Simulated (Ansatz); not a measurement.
Consider the ligand exchange at the Al–O bond: `F[CH2][AlH][O][SiH3]` + HI → `F[CH2][AlH][I]` + silanol.

Program: Ansatz. Geometries: PBE0-D4/def2-TZVP. ΔE: electronic, gas phase. CCSD(T)/CBS adds triple-zeta CCSD(T) − MP2 to the extrapolated MP2 energy (def2 sets, frozen cores). Functionals use def2-TZVPP. B3LYP here is the variant with VWN-RPA as its local correlation; programs differ in this. Elements past krypton have def2 core potentials. For I outer-core shells are correlated without core-valence functions, which leaves a few kJ/mol of doubt a bond. Each species was taken in one conformer, which may not be the lowest.

| level | ΔE (kJ/mol) |
| --- | --- |
| PBE0 | -2.6 |
| B3LYP | 13.1 |
| MP2/def2-TZVPP | 5.5 |
| SCS-MP2/def2-TZVPP | 11.8 |
| HF/def2-QZVPP | 13.1 |
| HF/CBS(def2) | 13.4 |
| MP2/CBS(def2) | -1.4 |
| CCSD/CBS(def2) | 6.6 |

Task: What does CCSD(T)/CBS give? (Best estimate.)

Result: Computed: +5.1 kJ/mol. The listed levels differ from it by -7.7, 8.0, 0.4, 6.7, 8.0, 8.3, -6.5, 1.5 kJ/mol.

Largest T1 diagnostic among the species: 0.012.
